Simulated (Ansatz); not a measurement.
Two isomers of C2H6O2Si: A = `OC(O)=C[SiH3]`, B = `COC1O[SiH2]1`.

Calculated with Ansatz (gas phase, PBE0-D4/def2-TZVP geometries, no zero-point term in ΔE). CCSD(T)/CBS adds triple-zeta CCSD(T) − MP2 to the extrapolated MP2 energy (def2 sets, frozen cores). Functionals use def2-TZVPP. Each species was taken in one conformer, which may not be the lowest.

Question: Which is lower in electronic energy at CCSD(T)/CBS, and by how much? (Best estimate.)

Answer: Computed: A, by 58.3 kJ/mol.

Question: Give E(B) − E(A) in kJ/mol with PBE0-D4, CCSD(T)/def2-SVP, r2SCAN-D4, B2PLYP, CCSD(T)/def2-TZVPP, HF/def2-TZVPP, LDA (SPW92). (An estimate is asked.)

Answer: Ansatz gave: PBE0-D4 63.8, CCSD(T)/def2-SVP 77.7, r2SCAN-D4 61.6, B2PLYP 59.4, CCSD(T)/def2-TZVPP 59.0, HF/def2-TZVPP 80.9, LDA (SPW92) 60.0. None reverses the order clearly.

Question: Does the order hold for the free energy at 298.15 K (harmonic terms from PBE0-D4)? (Estimate.)

Answer: Ansatz gave: Yes: G(B) − G(A) = +70.6 kJ/mol, for one conformer each. Modes under 60 cm⁻¹, often nearly free rotors, make the harmonic entropy too high.

Largest T1 diagnostic: 0.014.

From r2SCAN to r2SCAN0 (25 % exact exchange), in def2-TZVPP and without D4, E(B) − E(A) moves by +4.0 kJ/mol. Leaving LDA and LC-ωPBE aside and taking each functional with its dispersion term where it has one, the values, not all of them listed here, spread over 13.6 kJ/mol, from ωB97X-V to BHLYP-D4.
